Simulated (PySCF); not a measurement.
PySCF was given this input:
```python
from pyscf import gto, scf, dft

mol = gto.Mole()
mol.atom = '''
    Si   -0.535535    1.956597   -0.184336
    P    -0.182971   -0.034554    0.705854
    Si    1.951197   -0.441714    0.238647
    Si   -1.280427   -1.379528   -0.680484
    H    -1.971151    2.238382   -0.070046
    H     0.197300    2.938481    0.622512
    H     2.244489   -1.787097    0.725983
    H     2.725045    0.566560    0.957287
    H     2.221699   -0.353816   -1.197990
    H    -2.682846   -0.979430   -0.606035
    H    -0.795640   -1.255988   -2.056867
    H    -1.087626   -2.743759   -0.196230
'''
mol.basis = 'sto-3g'
mol.charge = 0
mol.spin = 1
mol.verbose = 4
mol.build()

mf = dft.UKS(mol)
mf.xc = 'b3lyp'
mf.disp = 'd3bj'
mf.kernel()
```

Problem. What is the computed dipole moment (PySCF with B3LYP-D3BJ/STO-3G)?

Solution. 1.06 D

Problem. What number of basis functions does B3LYP-D3BJ/STO-3G give?

Solution. 44

Problem. Estimate the <S^2> that B3LYP-D3BJ/STO-3G returns for this input.

Solution. 0.751

Problem. Give the Mulliken (on the basis functions themselves) charges in atom order at the level B3LYP-D3BJ/STO-3G.

Solution. Si1 0.28, P2 -0.07, Si3 0.42, Si4 0.42, H5 -0.14, H6 -0.14, H7 -0.12, H8 -0.12, H9 -0.13, H10 -0.12, H11 -0.13, H12 -0.12

Problem. Estimate the nuclear repulsion energy that B3LYP-D3BJ/STO-3G returns for this input.

Solution. 334.6203 Eh

These values belong to the state on which the SCF converged, which isn't shown to be the lowest.
